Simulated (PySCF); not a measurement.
## Rh⁺ (rhodium, charge +1): UHF calculation

Configuration: [Kr] 4d8, high-spin 3F determinant. All numbers are calculated (PySCF 2.14, a scalar-relativistic core potential, in def2-SVP with the def2 core potential (28 electrons) (5s3p2d1f, 31 functions)).

```
Total energy             : -109.485123 hartree
One-electron energy      : -189.2598 hartree
Hartree (Coulomb) energy : 90.3686 hartree
Exchange energy          : -10.5940 hartree
⟨S²⟩                     : 2.0036
⟨L²⟩                     : 12.037
Sum of ⟨r⟩               : 20.90 bohr
Sum of ⟨r²⟩              : 32.93 bohr²
Time after the integrals : 0.12 s of wall time on 1 thread of Neoverse-V1 (shared host)
```

```tsv
shell	electrons	mean orbital energy (hartree)	spread (hartree)	rms radius, mean of both spins (bohr)
4s α	1	-4.10639	0	1.06
4s β	1	-3.97220	0	1.06
4p α	3	-2.73560	0	1.17
4p β	3	-2.56707	0	1.17
4d α	5	-0.73929	0.03959	1.68
4d β	3	-0.67580	0	1.68
```

Energies and moments cover only the electrons outside the core potential.
